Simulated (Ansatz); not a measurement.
A made-up structure of AlSnH₄, doublet:

| atom | x (Å) | y (Å) | z (Å) |
| --- | --- | --- | --- |
| Al1 | 0.0949 | 2.1226 | -0.5219 |
| Sn2 | -0.0289 | -0.6432 | 0.1579 |
| H3 | 1.0611 | -1.2182 | 1.3289 |
| H4 | -1.1890 | -1.5971 | -0.6384 |
| H5 | 0.8072 | 0.3733 | -0.9943 |
| H6 | -0.7501 | 0.8579 | 0.6934 |

It is relaxed with PBE-D4/def2-SVP and then PBE0-D4/def2-TZVP (Ansatz 0.2.0). Atoms count as bonded within 1.22 times the sum of their covalent radii (H–H: 0.88 Å). The end point is not checked to be a true minimum.

Task: Does its bonding change? (A judgement: the text doesn't fix the answer.)

Result: Computed: Yes. Formed: Al1–H3, Al1–H5, Al1–H6; broken: Sn2–H5.

Where it ends: The first stage lowers the energy by 1.72 eV in 47 steps. It ends as AlSnH₄ ([H]1[AlH]2[H][SnH]12):
```
6
angstrom
Al 0.4317 1.1006 0.4451
Sn -0.4525 -1.3795 -0.6576
H 0.8769 -0.5933 0.5236
H -1.4377 -1.5488 0.8023
H 1.4688 1.8054 -0.5460
H -0.8919 0.5109 -0.5418
```

Labels in which every atom is bracketed show which atoms are joined, not bond orders.

For scale, one of the runs: PBE0-D4/def2-TZVP relaxation, 111 basis functions, launched by `ansatz run in.yaml --threads 2 --pin off --events-out ev --progress --plain --max-ram 4352MiB`. The run took about 26 s on 2 CPU threads of an Arm Neoverse V1 (shared host).
